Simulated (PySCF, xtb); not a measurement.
CH4Al, SMILES [CH3][AlH+], charge +1.

GFN2-xTB in xtb at its own geometry gives an orbital gap of 3.30 eV.

Geometry: PBE0-D3(BJ)/def2-TZVP. The spin state was assumed, not searched. The isomer is the one that the SMILES or the coordinates give; other isomers of the formula were not compared.

**Question.** What does PBE/def2-TZVPD run with PySCF give? (An estimate is asked for; the answer gives what the named calculation found.)

**Answer.** gap 5.59 eV (levels -13.70 and -8.12 eV).
